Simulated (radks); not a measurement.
Species: La-. Configuration: [Xe] 5d2 6s2. All-electron calculation, scalar-relativistic Kohn-Sham, r2SCAN, spin-polarised, spherical densities, finite nucleus; open shells are filled with parallel spins first (spin-orbit coupling, left out, can overturn this in heavy ions); meta-GGA in the generalised Kohn-Sham scheme; Fermi nuclear charge, rms radius 4.855 fm; hard spherical wall at 20 bohr. Program: a radial shooting solver on a logarithmic mesh with Libxc functionals.

Normalised radial functions P(r) = r R(r), r in bohr:

| r | 5p up | 5d up | 6p up |
|---|---|---|---|
| 0.001668 | 0.0015 | 0.0000 | 0.0002 |
| 0.002674 | 0.0035 | 0.0000 | 0.0006 |
| 0.004321 | 0.0080 | 0.0001 | 0.0013 |
| 0.006983 | 0.0180 | 0.0002 | 0.0029 |
| 0.0112 | 0.0387 | 0.0009 | 0.0062 |
| 0.01809 | 0.0785 | 0.0031 | 0.0126 |
| 0.02924 | 0.1398 | 0.0103 | 0.0224 |
| 0.04725 | 0.1954 | 0.0309 | 0.0313 |
| 0.07575 | 0.1565 | 0.0755 | 0.0250 |
| 0.1224 | -0.0688 | 0.1388 | -0.0111 |
| 0.1978 | -0.2893 | 0.1435 | -0.0463 |
| 0.3172 | -0.0278 | -0.0182 | -0.0037 |
| 0.5126 | 0.4345 | -0.2335 | 0.0692 |
| 0.8284 | 0.0021 | -0.1135 | -0.0057 |
| 1.339 | -0.7841 | 0.3171 | -0.1190 |
| 2.146 | -0.6897 | 0.5590 | -0.0237 |
| 3.469 | -0.2022 | 0.4624 | 0.1983 |
| 5.605 | -0.0199 | 0.2619 | 0.3212 |
| 8.987 | -0.0004 | 0.1069 | 0.3035 |
| 14.52 | 0.0000 | 0.0314 | 0.2019 |

5p up: eigenvalue -17.985 eV, 3 radial nodes at r = 0.109, 0.325, 0.829 bohr, <r> = 1.83 bohr, 90 % of the charge inside 2.68 bohr. 5d up: eigenvalue 1.310 eV, 2 radial nodes at r = 0.306, 0.954 bohr, <r> = 3.58 bohr, 90 % of the charge inside 6.12 bohr. 6p up (empty): eigenvalue 1.758 eV, 4 radial nodes at r = 0.109, 0.324, 0.813, 2.27 bohr, <r> = 8.95 bohr, 90 % of the charge inside 14.1 bohr.
